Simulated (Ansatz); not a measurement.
Two isomers of C3H8BF: A = `BC(F)CC`, B = `CBCCF`.

Gas-phase electronic energies from Ansatz, PBE0-D4/def2-TZVP geometries. CBS: MP2 limit from def2 TZ/QZ plus the TZ coupled-cluster correction, frozen cores. DFT in def2-TZVPP. B3LYP here is the variant with VWN-RPA as its local correlation; programs differ in this. One conformer a species, not always the lowest.

A:

```xyz
13

B     1.1192   -1.3837   -0.4234
C     1.0011    0.1524   -0.2198
F     2.1754    0.7153    0.2892
C    -0.1674    0.6279    0.6424
C    -1.5267    0.3919    0.0077
H     2.1365   -1.9592   -0.1844
H     0.1783   -1.9827   -0.8534
H     0.8623    0.5832   -1.2296
H    -0.1156    0.1477    1.6245
H    -0.0150    1.6974    0.8147
H    -1.5965    0.8781   -0.9692
H    -1.7332   -0.6701   -0.1361
H    -2.3184    0.8018    0.6374
```

B:

```xyz
13

C     0.186   -0.145    1.754
B     1.013   -0.100    0.435
C     0.422    0.050   -1.005
C    -1.067    0.207   -1.135
F    -1.437    0.322   -2.469
H     0.178   -1.201    2.069
H    -0.854    0.179    1.689
H     0.681    0.383    2.573
H     2.206   -0.231    0.512
H     0.761   -0.816   -1.592
H     0.932    0.901   -1.480
H    -1.600   -0.656   -0.726
H    -1.423    1.107   -0.624
```

Task: Which isomer does CCSD(T)/CBS put lower? Give the gap. (Best estimate.)

Result: Ansatz gave: B, by 61.9 kJ/mol.

Task: Give E(B) − E(A) in kJ/mol with B2PLYP, PBE-D4, CCSD/def2-TZVPP, CCSD(T)/def2-TZVPP, MP2/def2-TZVPP, ωB97M-V, B3LYP-D4. (Estimate.)

Result: The calculation gave: B2PLYP -63.5, PBE-D4 -66.5, CCSD/def2-TZVPP -61.3, CCSD(T)/def2-TZVPP -61.3, MP2/def2-TZVPP -63.3, ωB97M-V -63.5, B3LYP-D4 -63.0. None reverses the order clearly.

Largest T1 diagnostic: 0.010.
